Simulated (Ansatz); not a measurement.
Basis-set extrapolation for C3H8BN (`BN(C)C=C`) (PBE0-D4/def2-TZVP geometry, frozen core, the Gaussian-basis code of Ansatz). Multiplicity 1, RHF reference.

```json
{"": "HF", "def2-TZVPP": "-197.472846", "def2-QZVPP": "-197.482305"}
{"": "MP2 correlation", "def2-TZVPP": "-0.815035", "def2-QZVPP": "-0.867531"}
{"": "CCSD(T) correlation", "def2-TZVPP": "-0.897243", "def2-QZVPP": "not run"}
```

Energies in hartree. Use E(X) = E(∞) + A·exp(−7.88·√X) for Hartree–Fock and E(X) = E(∞) + B·X^(−2.97) for correlation, with X = 3 and 4, and add CCSD(T) minus MP2 of the smaller set to the MP2 limit.

Task: What is the CCSD(T) energy at the basis-set limit?

Result: HF limit: -197.482305 + (-0.009459) × 0.13774 = -197.48361. MP2 limit: -0.867531 + (-0.052496) × 0.74074 = -0.90642. Higher-order term: -0.897243 − (-0.815035) = -0.08221. Total: -198.47224 hartree, 268.2 kJ/mol below CCSD(T)/def2-TZVPP.
